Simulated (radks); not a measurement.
Ca2.75+, configuration [Ne] 3s2 4s(up 0.5, down 0.5) 3p(up 2.25, down 2) (fractional occupations, a model configuration).

All-electron calculation, scalar-relativistic Kohn-Sham, PBE, spin-polarised, spherical densities, point nucleus. Program: a radial shooting solver on a logarithmic mesh with Libxc functionals.

Energy parts (eV):
total: -18421.654
kinetic: 18549.475
electron-nucleus: -43117.862
Hartree: 7092.845
exchange-correlation: -946.112

Orbitals (lengths in bohr, moments of r in powers of bohr; <r^-3> diverges for s and p1/2):
orbital  occ.  eigenvalue (eV)  <r^-3>
1s up       1        -3992.197       -
1s down     1        -3992.116       -
2s up       1        -455.4495       -
2s down     1        -455.3824       -
2p up       3        -376.0469   187.6
2p down     3        -375.9483   187.6
3s up       1         -82.7017       -
3s down     1         -82.3137       -
3p up    2.25         -62.7628   22.79
3p down     2         -62.3940   22.74
4s up     0.5         -24.4166       -
4s down   0.5         -24.3493       -

The highest occupied level is 4s down at -24.349 eV. Summed over all electrons, <r^2> = 19.72 bohr^2, which gives a Langevin (diamagnetic) susceptibility term of -15.6 x 10^-6 cm^3/mol.
